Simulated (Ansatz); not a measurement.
Job for Ansatz (a program for electronic structure): R-BLYP/def2-TZVPP on H2OSi (SMILES O[SiH]), a point of a torsion scan.

Ansatz 0.2 input:
```yaml
crystal:
  periodic: [false, false, false]
  atoms:
    - {symbol: O, position_ang: [-0.81487730, 0.29141810, 0.21268573]}
    - {symbol: Si, position_ang: [0.76035853, 0.61160762, -0.16626717]}
    - {symbol: H, position_ang: [-1.36122298, -0.37824510, -0.17750256]}
    - {symbol: H, position_ang: [0.54769012, 2.02246536, -0.59016966]}
basis:
  gaussian:
    orbitals: def2-TZVPP
hamiltonian:
  xc: {name: BLYP}
scf: {lower_state_search: off}
```

The head of its log:

```
WARN ansatz: RAYON_NUM_THREADS=1 ignored (pool sized by the plan → 1); use --threads N
Functional definition: BLYP
these checks for a lower state are left out or cut short: stability, starts, cluster_reference, orbital_swaps, neighbouring_geometries, increment
integrals: 0.02 GiB planned
557 factors; their error is unknown
mean field: 0.20 GiB planned
mean field evaluation 1: about -9950.0150 eV, gradient 6.7e1 eV
mean field evaluation 2: about -9869.1356 eV, gradient 1.8e2 eV
```

Q: What total energy does the run end on?

A: -365.9278 hartree.
